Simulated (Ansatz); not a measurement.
C3H7NSi, SMILES C#C[SiH2]CN.

Coordinates come from a B3LYP-D3(BJ)/def2-SVP optimisation. This is a generated structure with no PubChem entry under its InChIKey; it may be hypothetical. Other conformers were not sampled.

Two levels are set side by side: PBE/def2-SVPD (Ansatz, a program for electronic structure) and CAM-B3LYP/def2-SVPD (Ansatz). Energy differences of separate SCF runs at the same geometry; the states with an electron removed or added have multiplicity 2 and 2. Differences are taken from unrounded values.

```tsv
quantity	CAM-B3LYP
vertical ionisation energy (eV)	9.40
vertical singlet–triplet gap (eV)	5.18
```

### Question
What does PBE give, and how far is it from CAM-B3LYP? (The exact figures need the calculation; the answer reports its results.)

### Answer

```csv
quantity,PBE,PBE minus CAM-B3LYP
vertical ionisation energy (eV),8.83,-0.57
vertical singlet–triplet gap (eV),4.93,-0.25
```
